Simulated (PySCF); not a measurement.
**Working out the ionisation energy of O²⁺**

O²⁺ [He] 2s2 2p2 (3P) → O³⁺ [He] 2s2 2p1 (2P). All numbers are calculated (PySCF 2.14, the non-relativistic Hamiltonian (point nucleus), in aug-cc-pVDZ (4s3p2d, 23 functions)). Frozen: 1s2. Energies in hartree (1 hartree = 27.21139 eV):

```tsv
part	O²⁺ (lower)	O³⁺ (upper)
UHF	-73.083444	-71.075675
CCSD correlation	-0.079022	-0.082258
(T)	-0.000660	-0.000492
```

Q: What does Hartree-Fock give?

A: (-71.075675) − (-73.083444) = 2.007769 hartree = 54.634 eV.

Q: What do CCSD and CCSD(T) give?

A: The CCSD correlation energies differ by -0.003236 hartree = -0.088 eV and the triples by 0.000168 hartree = 0.005 eV, so CCSD gives 54.546 eV and CCSD(T) 54.551 eV.

Reference: 54.936 eV (semi-empirical (NIST evaluation); NIST Atomic Spectra Database, ionization energies), between the lowest levels; spin-orbit coupling is absent from the calculation.

A double-zeta basis recovers only part of the correlation energy.

What remains against the reference includes basis incompleteness, the frozen core and higher excitations.
